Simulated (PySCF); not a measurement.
C4H6Ge, SMILES C#C[C](=C)[GeH3].

Coordinates come from a PBE0-D3(BJ)/def2-SVP optimisation. This is a generated structure with no PubChem entry under its InChIKey; it may be hypothetical.

The numbers are results of TDA-PBE/def2-SVPD (PySCF), not measurements.

Vertical excitations. Gas-phase values at a fixed geometry. State labels are in the subgroup Cs.

Computed lowest excited states:
```json
[
 {"state": "S1", "symmetry": "A\"", "energy (eV)": "4.54", "λ (nm)": "273", "f": "0.000", "main pairs": "HOMO−1→LUMO 100 %"},
 {"state": "S2", "symmetry": "A'", "energy (eV)": "5.44", "λ (nm)": "228", "f": "0.151", "main pairs": "HOMO→LUMO 64 %, HOMO−1→LUMO+1 18 %, HOMO−2→LUMO 11 %"},
 {"state": "S3", "symmetry": "A\"", "energy (eV)": "5.72", "λ (nm)": "217", "f": "0.000", "main pairs": "HOMO→LUMO+1 100 %"},
 {"state": "S4", "symmetry": "A\"", "energy (eV)": "5.94", "λ (nm)": "209", "f": "0.001", "main pairs": "HOMO→LUMO+2 100 %"},
 {"state": "S5", "symmetry": "A\"", "energy (eV)": "6.10", "λ (nm)": "203", "f": "0.001", "main pairs": "HOMO−3→LUMO 95 %"},
 {"state": "S6", "symmetry": "A'", "energy (eV)": "6.12", "λ (nm)": "203", "f": "0.066", "main pairs": "HOMO−2→LUMO 73 %, HOMO−5→LUMO 13 %"},
 {"state": "S7", "symmetry": "A'", "energy (eV)": "6.35", "λ (nm)": "195", "f": "0.022", "main pairs": "HOMO−1→LUMO+2 95 %"},
 {"state": "S8", "symmetry": "A\"", "energy (eV)": "6.43", "λ (nm)": "193", "f": "0.000", "main pairs": "HOMO−4→LUMO 83 %, HOMO→LUMO+3 14 %"},
 {"state": "S9", "symmetry": "A\"", "energy (eV)": "6.55", "λ (nm)": "189", "f": "0.001", "main pairs": "HOMO→LUMO+3 86 %"},
 {"state": "S10", "symmetry": "A'", "energy (eV)": "6.59", "λ (nm)": "188", "f": "0.050", "main pairs": "HOMO→LUMO+4 48 %, HOMO−1→LUMO+1 30 %, HOMO−1→LUMO+3 10 %"},
 {"state": "T1", "symmetry": "A'", "energy (eV)": "3.31", "λ (nm)": "374", "f": "0", "main pairs": "HOMO→LUMO 98 %"},
 {"state": "T2", "symmetry": "A\"", "energy (eV)": "4.26", "λ (nm)": "291", "f": "0", "main pairs": "HOMO−1→LUMO 98 %"},
 {"state": "T3", "symmetry": "A'", "energy (eV)": "5.26", "λ (nm)": "236", "f": "0", "main pairs": "HOMO−1→LUMO+1 47 %, HOMO−2→LUMO 36 %"},
 {"state": "T4", "symmetry": "A'", "energy (eV)": "5.45", "λ (nm)": "228", "f": "0", "main pairs": "HOMO−2→LUMO 49 %, HOMO−1→LUMO+1 42 %"}
]
```
Triplets are in the Tamm–Dancoff approximation.
